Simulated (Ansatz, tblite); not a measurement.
Forces on Ga₆P₅H₁₈⁻, a cluster cut from wurtzite GaP (hydrogen-capped) at its PBE-D4/def2-SVP geometry. Charge -1, multiplicity 1.

The xTB rows come from tblite. Single mean-field runs in def2-TZVP are fitted with def2-universal-jkfit.

GFN2-xTB (tblite), largest force 0.93 eV/Å:

```xyz
29
positions Å, forces eV/Å
Ga   -0.921    2.114    1.914    0.049    0.071   -0.054
P     0.183   -0.017    2.232    0.006   -0.107    0.926
P    -2.774   -0.702   -0.018   -0.861   -0.298    0.022
Ga   -1.128   -1.777    1.369    0.002   -0.010    0.111
Ga    2.507   -0.294    1.617    0.044    0.075   -0.054
P     0.266   -2.838   -0.280    0.013   -0.911   -0.053
P    -0.700    2.319   -0.471   -0.300    0.686   -0.196
Ga   -2.326    1.058   -1.680    0.041    0.100   -0.002
Ga    1.532    2.350   -1.387    0.044    0.058    0.041
P     2.349    0.176   -0.736    0.719   -0.033   -0.286
Ga    1.563   -1.676   -2.020    0.079    0.075   -0.006
H    -2.462    1.907    2.284    0.217    0.045    0.001
H    -0.080    3.238    2.655   -0.216   -0.207   -0.094
H     0.117   -0.285    3.639    0.033    0.124   -0.618
H    -3.755   -0.239    0.912    0.444   -0.292   -0.507
H    -3.554   -1.754   -0.604    0.299    0.543    0.388
H    -1.784   -2.831    2.356    0.044    0.069   -0.050
H     3.367    0.819    2.355   -0.133   -0.266   -0.101
H     2.871   -1.837    1.822   -0.030    0.218    0.022
H     1.138   -3.668    0.490   -0.481    0.354   -0.426
H    -0.524   -3.884   -0.861    0.453    0.436    0.373
H    -1.168    3.654   -0.702    0.236   -0.622    0.109
H    -3.708    1.838   -1.793    0.208   -0.137   -0.037
H    -1.748    0.259   -2.914   -0.178    0.144    0.143
H     2.374    3.454   -0.610   -0.132   -0.163   -0.203
H     1.431    2.402   -2.974    0.038    0.023    0.257
H     3.727    0.211   -1.128   -0.647    0.001    0.186
H     0.472   -1.303   -3.099    0.211   -0.129    0.106
H     2.737   -2.692   -2.368   -0.202    0.151    0.002
```

PBE0-D4/def2-TZVP (Ansatz), largest force 0.50 eV/Å:

```
Ga 0.039 -0.023 -0.051
P -0.043 -0.102 0.323
P -0.449 -0.179 0.107
Ga 0.030 0.047 -0.038
Ga -0.040 0.032 -0.045
P -0.005 -0.489 0.068
P -0.128 0.294 -0.063
Ga 0.021 0.010 0.055
Ga -0.031 -0.049 0.035
P 0.310 -0.015 -0.103
Ga 0.008 0.017 0.057
H 0.128 0.016 -0.020
H -0.089 -0.091 -0.051
H 0.016 0.070 -0.377
H 0.282 -0.127 -0.262
H 0.231 0.303 0.163
H 0.064 0.103 -0.088
H -0.062 -0.110 -0.053
H -0.030 0.126 -0.006
H -0.244 0.240 -0.215
H 0.224 0.308 0.162
H 0.128 -0.350 0.063
H 0.109 -0.061 0.005
H -0.055 0.058 0.082
H -0.060 -0.077 -0.069
H 0.018 0.010 0.124
H -0.363 -0.005 0.106
H 0.082 -0.038 0.068
H -0.093 0.081 0.024
```

r2SCAN0-D4/def2-TZVP (Ansatz), largest force 0.66 eV/Å:

```
Ga 0.031 0.001 -0.025
P -0.060 -0.141 0.449
P -0.595 -0.240 0.141
Ga 0.009 0.015 -0.023
Ga -0.012 0.031 -0.022
P -0.009 -0.648 0.091
P -0.178 0.413 -0.092
Ga -0.018 0.008 0.029
Ga -0.012 -0.019 0.017
P 0.435 -0.019 -0.147
Ga 0.017 -0.018 0.027
H 0.233 0.037 -0.039
H -0.156 -0.167 -0.099
H 0.024 0.095 -0.492
H 0.367 -0.167 -0.345
H 0.301 0.394 0.211
H 0.112 0.179 -0.156
H -0.117 -0.195 -0.102
H -0.048 0.234 -0.015
H -0.319 0.312 -0.284
H 0.291 0.400 0.209
H 0.168 -0.459 0.080
H 0.210 -0.116 0.006
H -0.107 0.124 0.165
H -0.116 -0.149 -0.131
H 0.030 0.014 0.233
H -0.476 -0.005 0.136
H 0.172 -0.071 0.138
H -0.177 0.157 0.042
```
